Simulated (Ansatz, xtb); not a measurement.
A geometry optimisation of C2H3Sb with r2SCAN-D4/def2-SVP

The starting geometry of this gas-phase singlet was built from a drawn formula by distance geometry and a force field; its bonds are those of `[C]=[CH][SbH2]`.

```xyz
6

C    -0.5958   -2.4910   -3.4118
C    -1.2157   -2.2998   -2.1893
Sb   -0.2463   -1.0966   -0.7227
H    -2.1412   -2.7472   -2.0221
H    -1.3265   -1.6353    0.5145
H     0.9472   -2.3434   -0.4068
```

Question: Predict what it relaxes into with r2SCAN-D4/def2-SVP.

Answer: It rearranges to `C#[C][SbH2]`. Distances that change by over a tenth: C1–C2 (1.38 → 1.22 Å). Contacts that open: C2–Sb3 (2.13 → 3.31 Å). Contacts that close: C1–Sb3 (3.05 → 2.10 Å).

The energy falls by 2.13 eV over 19 steps:

```tsv
step	E − E(last) (eV)
1	2.134
3	1.811
5	1.682
7	1.279
9	0.918
11	0.607
13	0.171
15	0.001
17	0.000
19	0.000
```

Final geometry (Å):

| atom | x (Å) | y (Å) | z (Å) |
| --- | --- | --- | --- |
| C | -1.0754 | -2.1974 | -1.8769 |
| C | -1.8558 | -2.8189 | -2.5809 |
| Sb | 0.2855 | -0.9564 | -0.8719 |
| H | -2.5465 | -3.3863 | -3.1792 |
| H | -0.6212 | -0.9763 | 0.5886 |
| H | 1.2352 | -2.2780 | -0.3178 |

From the same start GFN2-xTB reaches the same bonding as this run.

The end wasn't checked by frequencies. Atoms past krypton carry core potentials, without spin–orbit terms. Run with Ansatz 0.2.0, 18 s on 1 thread of Intel(R) Xeon(R) 6975P-C (Granite Rapids), with other jobs on the host.
